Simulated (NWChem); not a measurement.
System: C2H8AlN; SMILES C[N](C)[AlH2]

Here is an NWChem input.

```
start job
memory heap 200 mb stack 900 mb global 1100 mb
geometry units angstroms noautoz
  Al     0.000000     0.000000     1.494326
  H     -0.003900     1.409767     2.222332
  H      0.003900    -1.409767     2.222332
  N      0.000000     0.000000    -0.295734
  C      0.003139    -1.209800    -1.106572
  C     -0.003139     1.209800    -1.106572
  H     -0.884823    -1.261414    -1.757403
  H      0.889503    -1.254926    -1.760048
  H      0.007380    -2.100018    -0.469350
  H      0.884823     1.261414    -1.757403
  H     -0.889503     1.254926    -1.760048
  H     -0.007380     2.100018    -0.469350
end
basis spherical
  * library def2-tzvp
end
dft
  xc m06-2x
  iterations 150
  semidirect filesize 400000000
  mulliken
end
task dft energy
```

Parts of the log:

```
             Northwest Computational Chemistry Package (NWChem) 7.3.0
             --------------------------------------------------------

 C2V symmetry detected

                             Geometry "geometry" -> ""
                             -------------------------

 Output coordinates in angstroms (scale by  1.889725989 to convert to a.u.)

  No.       Tag          Charge          X              Y              Z
 ---- ---------------- ---------- -------------- -------------- --------------
    1 Al                  13.0000     0.00000000     0.00000000     1.48061855
    2 H                    1.0000     0.00000000     1.40977238     2.20862455
    3 H                    1.0000     0.00000000    -1.40977238     2.20862455
    4 N                    7.0000     0.00000000     0.00000000    -0.30944145
    5 C                    6.0000     0.00000000    -1.20980407    -1.12027945
    6 C                    6.0000     0.00000000     1.20980407    -1.12027945
    7 H                    1.0000    -0.88716845    -1.25817182    -1.77243295
    8 H                    1.0000     0.88716845    -1.25817182    -1.77243295
    9 H                    1.0000     0.00000000    -2.10003011    -0.48305745
   10 H                    1.0000     0.88716845     1.25817182    -1.77243295
   11 H                    1.0000    -0.88716845     1.25817182    -1.77243295
   12 H                    1.0000     0.00000000     2.10003011    -0.48305745

 Effective nuclear repulsion energy (a.u.)     160.5574025940

      Symmetry information
      --------------------

 Group name             C2v
 Group number             16
 Group order               4
 No. of unique centers     6

                                 NWChem DFT Module
                                 -----------------

 Summary of "ao basis" -> "ao basis" (spherical)
 ------------------------------------------------------------------------------
       Tag                 Description            Shells   Functions and Types
 ---------------- ------------------------------  ------  ---------------------
 Al                        def2-tzvp                13       37   5s5p2d1f
 H                         def2-tzvp                 4        6   3s1p
 N                         def2-tzvp                11       31   5s3p2d1f
 C                         def2-tzvp                11       31   5s3p2d1f

      Symmetry analysis of basis
      --------------------------

        a1         67
        a2         24
        b1         34
        b2         53

            General Information
            -------------------
          SCF calculation type: DFT
          Wavefunction type:  closed shell.
          No. of atoms     :    12
          No. of electrons :    40
           Alpha electrons :    20
            Beta electrons :    20
          Charge           :     0
          Spin multiplicity:     1
          Use of symmetry is: on ; symmetry adaption is: on
          Maximum number of iterations: 150
          AO basis - number of functions:   178
                     number of shells:    78
          Convergence on energy requested:  1.00D-06
          Convergence on density requested:  1.00D-05
          Convergence on gradient requested:  5.00D-04

              XC Information
              --------------
                       M06-2X Method XC Functional
                     Hartree-Fock (Exact) Exchange  0.540
                        M06-2X Exchange Functional  1.000
                      M06-2X Correlation Potential  1.000

             Grid Information
             ----------------
          Grid used for XC integration:  medium
          Radial quadrature: Mura-Knowles
          Angular quadrature: Lebedev.
          Tag              B.-S. Rad. Rad. Pts. Rad. Cut. Ang. Pts.
          ---              ---------- --------- --------- ---------
          Al                  1.25       88          11.0       590
          H                   0.35       45          12.0       434
          N                   0.65       49           9.0       434
          C                   0.70       49          12.0       434
          Grid pruning is: on
          Number of quadrature shells:   321
          Spatial weights used:  Erf1

      Superposition of Atomic Density Guess
      -------------------------------------

 Sum of atomic energies:        -375.52750570

      Non-variational initial energy
      ------------------------------

 Total energy =    -377.666348
 1-e energy   =    -833.697655
 2-e energy   =     295.473905
 HOMO         =      -0.279588
 LUMO         =       0.001413

      Symmetry analysis of molecular orbitals - initial
      -------------------------------------------------

  Numbering of irreducible representations:

     1 a1          2 a2          3 b1          4 b2

  Orbital symmetries:

     1 a1          2 a1          3 a1          4 b2          5 a1
     6 a1          7 b2          8 b1          9 a1         10 b2
    11 a1         12 a1         13 b1         14 b2         15 a1
    16 a2         17 b2         18 a1         19 b2         20 b1
    21 b1         22 a1         23 a1         24 b2         25 a1
    26 a1         27 b1         28 b2         29 a1         30 a2

------------------------------------------------------------
EAF file 0: "./job.aoints.0" size=178782208 bytes
------------------------------------------------------------
               write      read    awrite     aread      wait
               -----      ----    ------     -----      ----
     calls:      341         0         0         0         0
   data(b): 1.79e+08  0.00e+00  0.00e+00  0.00e+00
   time(s): 0.00e+00  0.00e+00  0.00e+00  0.00e+00  0.00e+00
rate(mb/s): 0.00e+00  0.00e+00
------------------------------------------------------------

     ---------------------------------------------
      Total Density - Mulliken Population Analysis
     ---------------------------------------------

    Atom       Charge   Shell Charges
 -----------   ------   -------------------------------------------------------
    1 Al  13    12.38   2.00  0.65  1.33  0.82  0.34  2.91  2.28  0.82  0.75  0.26  0.11  0.07  0.04
    2 H    1     1.15   0.22  0.56  0.36  0.00
    3 H    1     1.15   0.22  0.56  0.36  0.00
    4 N    7     7.52   0.82  1.16  0.56  0.85  0.12  1.58  1.88  0.50  0.00  0.05  0.00
    5 C    6     6.35   0.86  1.12  0.54  0.66  0.13  1.19  1.34  0.41  0.02  0.07  0.01
    6 C    6     6.35   0.86  1.12  0.54  0.66  0.13  1.19  1.34  0.41  0.02  0.07  0.01
    7 H    1     0.85   0.25  0.45  0.13  0.02
    8 H    1     0.85   0.25  0.45  0.13  0.02
    9 H    1     0.84   0.24  0.45  0.13  0.02
   10 H    1     0.85   0.25  0.45  0.13  0.02
   11 H    1     0.85   0.25  0.45  0.13  0.02
   12 H    1     0.84   0.24  0.45  0.13  0.02

   convergence    iter        energy       DeltaE   RMS-Dens  Diis-err
 ---------------- ----- ----------------- --------- --------- ---------
 d= 0,ls=0.0,diis     1   -378.1278283737 -5.39D+02  3.31D-03  5.70D-01
 d= 0,ls=0.0,diis     2   -378.1467792017 -1.90D-02  1.88D-03  3.14D-01
 d= 0,ls=0.0,diis     3   -378.1714162115 -2.46D-02  5.85D-04  7.55D-02
 d= 0,ls=0.0,diis     4   -378.1788923979 -7.48D-03  1.62D-04  3.16D-04
 d= 0,ls=0.0,diis     5   -378.1789326499 -4.03D-05  4.68D-05  8.97D-05
  Resetting Diis
 d= 0,ls=0.0,diis     6   -378.1789440743 -1.14D-05  1.20D-05  2.77D-06
 d= 0,ls=0.0,diis     7   -378.1789445032 -4.29D-07  1.69D-06  7.50D-08

         Total DFT energy =     -378.178944503202
      One electron energy =     -838.087588734572
           Coulomb energy =      338.698086533523
    Exchange-Corr. energy =      -39.346844896152
 Nuclear repulsion energy =      160.557402593999

 Numeric. integr. density =       39.999991243861

                  Occupations of the irreducible representations
                  ----------------------------------------------

                     irrep           alpha         beta
                     --------     --------     --------
                     a1               10.0         10.0
                     a2                1.0          1.0
                     b1                3.0          3.0
                     b2                6.0          6.0

                       DFT Final Molecular Orbital Analysis
                       ------------------------------------

 Vector   18  Occ=2.000000D+00  E=-3.808036D-01  Symmetry=a1
              MO Center= -2.2D-15, -2.0D-14,  3.6D-01, r^2= 4.0D+00
   Bfn.  Coefficient  Atom+Function         Bfn.  Coefficient  Atom+Function
  ----- ------------  ---------------      ----- ------------  ---------------
    57     -0.268963   4 N  pz               17      0.253197   1 Al pz
    60     -0.222437   4 N  pz               88      0.132801   5 C  pz
   119      0.132801   6 C  pz               39      0.120778   2 H  s
    45      0.120778   3 H  s                91      0.106809   5 C  pz
   122      0.106809   6 C  pz               53     -0.088646   4 N  s

 Vector   19  Occ=2.000000D+00  E=-3.492692D-01  Symmetry=b2
              MO Center=  2.7D-16,  1.5D-14,  2.0D+00, r^2= 2.9D+00
   Bfn.  Coefficient  Atom+Function         Bfn.  Coefficient  Atom+Function
  ----- ------------  ---------------      ----- ------------  ---------------
    16      0.304854   1 Al py               39      0.226788   2 H  s
    45     -0.226788   3 H  s                40      0.177943   2 H  s
    46     -0.177943   3 H  s                38      0.140076   2 H  s
    44     -0.140076   3 H  s                19      0.115855   1 Al py
     7     -0.086258   1 Al py               10     -0.076348   1 Al py

 Vector   20  Occ=2.000000D+00  E=-2.826707D-01  Symmetry=b1
              MO Center=  3.5D-15,  3.6D-15, -5.0D-01, r^2= 2.3D+00
   Bfn.  Coefficient  Atom+Function         Bfn.  Coefficient  Atom+Function
  ----- ------------  ---------------      ----- ------------  ---------------
    55      0.359631   4 N  px               58      0.320385   4 N  px
    61      0.293238   4 N  px               15      0.147456   1 Al px
   145      0.115144   7 H  s               151     -0.115144   8 H  s
   163     -0.115144  10 H  s               169      0.115144  11 H  s
    18      0.101988   1 Al px              144      0.102102   7 H  s

 Vector   21  Occ=0.000000D+00  E=-5.807200D-03  Symmetry=b1
              MO Center=  9.9D-15,  2.0D-15,  1.6D+00, r^2= 4.8D+00
   Bfn.  Coefficient  Atom+Function         Bfn.  Coefficient  Atom+Function
  ----- ------------  ---------------      ----- ------------  ---------------
    18      0.791185   1 Al px               15      0.331183   1 Al px
    61     -0.228889   4 N  px               55     -0.145305   4 N  px
    58     -0.116664   4 N  px              145     -0.109071   7 H  s
   151      0.109071   8 H  s               163      0.109071  10 H  s
   169     -0.109071  11 H  s                 6     -0.085040   1 Al px

 Vector   22  Occ=0.000000D+00  E= 4.971256D-02  Symmetry=a1
              MO Center= -3.7D-15, -3.7D-16,  5.6D-01, r^2= 8.2D+00
   Bfn.  Coefficient  Atom+Function         Bfn.  Coefficient  Atom+Function
  ----- ------------  ---------------      ----- ------------  ---------------
    85      2.113159   5 C  s               116      2.113159   6 C  s
     5     -1.557275   1 Al s                20      1.429136   1 Al pz
    63      0.673342   4 N  pz              145     -0.650067   7 H  s
   151     -0.650067   8 H  s               163     -0.650067  10 H  s
   169     -0.650067  11 H  s               157     -0.560168   9 H  s

 Vector   23  Occ=0.000000D+00  E= 6.955646D-02  Symmetry=a1
              MO Center=  1.9D-15, -2.6D-14,  1.9D+00, r^2= 5.5D+00
   Bfn.  Coefficient  Atom+Function         Bfn.  Coefficient  Atom+Function
  ----- ------------  ---------------      ----- ------------  ---------------
     5      1.759739   1 Al s                85      1.048055   5 C  s
   116      1.048055   6 C  s                40     -1.015038   2 H  s
    46     -1.015038   3 H  s                54     -0.679678   4 N  s
   157     -0.669341   9 H  s               175     -0.669341  12 H  s
    20      0.660884   1 Al pz               94      0.229926   5 C  pz

------------------------------------------------------------
EAF file 0: "./job.aoints.0" size=225968128 bytes
------------------------------------------------------------
               write      read    awrite     aread      wait
               -----      ----    ------     -----      ----
     calls:      431         6         0      2580      2580
   data(b): 2.26e+08  3.15e+06  0.00e+00  1.35e+09
   time(s): 0.00e+00  0.00e+00  0.00e+00  0.00e+00  0.00e+00
rate(mb/s): 0.00e+00  0.00e+00
------------------------------------------------------------

     ---------------------------------------------
      Total Density - Mulliken Population Analysis
     ---------------------------------------------

    Atom       Charge   Shell Charges
 -----------   ------   -------------------------------------------------------
    1 Al  13    12.68   2.00  0.63  1.34  0.81  0.27  2.95  2.20  0.89  0.99  0.30  0.15  0.12  0.04
    2 H    1     1.11   0.24  0.53  0.34  0.00
    3 H    1     1.11   0.24  0.53  0.34  0.00
    4 N    7     7.26   0.82  1.16  0.53  0.79  0.20  1.53  1.65  0.54  0.01  0.04  0.00
    5 C    6     6.34   0.85  1.12  0.50  0.64  0.17  1.29  1.29  0.37  0.02  0.07  0.01
    6 C    6     6.34   0.85  1.12  0.50  0.64  0.17  1.29  1.29  0.37  0.02  0.07  0.01
    7 H    1     0.86   0.28  0.46  0.11  0.02
    8 H    1     0.86   0.28  0.46  0.11  0.02
    9 H    1     0.86   0.28  0.46  0.10  0.02
   10 H    1     0.86   0.28  0.46  0.11  0.02
   11 H    1     0.86   0.28  0.46  0.11  0.02
   12 H    1     0.86   0.28  0.46  0.10  0.02

     -------------------------------------------
      Total Density - Lowdin Population Analysis
     -------------------------------------------

    Atom       Charge   Shell Charges
 -----------   ------   -------------------------------------------------------
    1 Al  13    12.77   2.00  0.84  1.09  0.48  0.30  2.76  2.27  1.00  0.90  0.49  0.17  0.32  0.15
    2 H    1     1.11   0.24  0.49  0.37  0.01
    3 H    1     1.11   0.24  0.49  0.37  0.01
    4 N    7     7.03   0.89  1.07  0.41  0.40  0.22  1.37  1.62  0.85  0.00  0.20  0.01
    5 C    6     6.33   0.91  1.04  0.37  0.35  0.17  1.12  1.37  0.60  0.03  0.33  0.04
    6 C    6     6.33   0.91  1.04  0.37  0.35  0.17  1.12  1.37  0.60  0.03  0.33  0.04
    7 H    1     0.89   0.26  0.40  0.17  0.06
    8 H    1     0.89   0.26  0.40  0.17  0.06
    9 H    1     0.88   0.26  0.40  0.16  0.06
   10 H    1     0.89   0.26  0.40  0.17  0.06
   11 H    1     0.89   0.26  0.40  0.17  0.06
   12 H    1     0.88   0.26  0.40  0.16  0.06

     Multipole analysis of the density
     ---------------------------------

     L   x y z        total         alpha         beta         nuclear
     -   - - -        -----         -----         ----         -------
     0   0 0 0     -0.000000    -20.000000    -20.000000     40.000000

     1   1 0 0     -0.000000      0.000000      0.000000     -0.000000
     1   0 1 0      0.000000      0.000000      0.000000     -0.000000
     1   0 0 1     -0.344988     -0.172494     -0.172494      0.000000

     2   2 0 0    -24.209773    -17.726226    -17.726226     11.242680
     2   1 1 0      0.000000      0.000000      0.000000     -0.000000
     2   1 0 1      0.000000      0.000000      0.000000      0.000000
     2   0 2 0    -26.761671    -78.893198    -78.893198    131.024725
     2   0 1 1     -0.000000     -0.000000     -0.000000      0.000000
     2   0 0 2    -26.788072   -133.057554   -133.057554    239.327036
```

Level: M06-2X/def2-TZVP. The geometry was optimised at B3LYP/6-31G* (spherical d).
